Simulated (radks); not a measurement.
Coulomb parameter of the 4f shell of the ytterbium ion Yb3+ in the model configuration [Xe] 4f12 6p1, as a second difference U = [E(n + 0.5) + E(n - 0.5) - 2 E(n)] / (0.5)^2 with all orbitals relaxed. "Bare": the charge of the atom changes with n. "Screened": the 6p shell takes up the change at fixed total charge, which measures U(4f,4f) + U(6p,6p) - 2 U(4f,6p). Method: scalar-relativistic Kohn-Sham, PBE, spin-unpolarised, spherical densities, point nucleus; computed with a radial shooting solver on a logarithmic mesh with Libxc functionals.

case               configuration  E - E(n) (eV)
start              [Xe] 4f12 6p1          0.000
bare +0.5        [Xe] 4f12.5 6p1        -21.517
bare -0.5        [Xe] 4f11.5 6p1         26.845
screened +0.5  [Xe] 4f12.5 6p0.5        -12.424
screened -0.5  [Xe] 4f11.5 6p1.5         15.012

U(bare) = 21.314 eV, U(screened by 6p) = 10.352 eV, against the Slater integral F0(4f,4f) = 36.156 eV with frozen orbitals.
